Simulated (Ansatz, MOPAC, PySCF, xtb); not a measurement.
Pair of molecules: CHN (SMILES C#N) (first 3 atoms) with HI (SMILES I); geometry from B3LYP-D3(BJ)/def2-TZVP, rigid monomers moved along the line of their centres of mass till N2···H5 is 3.15 Å.
(charge 0, multiplicity 1):
| atom | x (Å) | y (Å) | z (Å) |
|---|---|---|---|
| C | -0.7573 | -0.5720 | -0.3179 |
| N | -0.2026 | -0.3001 | 0.6459 |
| H | -1.2741 | -0.8261 | -1.2163 |
| I | 2.1877 | 0.8083 | 4.6205 |
| H | 1.3672 | 0.4335 | 3.2733 |

Monomers are frozen at their geometry in the pair; levels with a basis set take the counterpoise correction.

The state that PM7 reach isn't checked; PM7 holds dispersion and hydrogen-bond terms.

Codes used: Ansatz (Gaussian orbitals); MOPAC for PM7 (differences of heats of formation); PySCF for the dispersion terms; xtb for the GFN methods.  In def2 rows elements past Kr take small-core potentials, without spin–orbit coupling.

Problem. One of these levels gives -67.1 meV for the interaction energy. Name it.
A) GFN2-xTB
B) PM7
C) GFN-FF
D) B3LYP-D4/def2-TZVPPD

Solution. D, B3LYP-D4/def2-TZVPPD. The others give -38.1 (GFN-FF), -114.8 (PM7), -97.0 (GFN2-xTB)

Ansatz is a program for electronic structure.
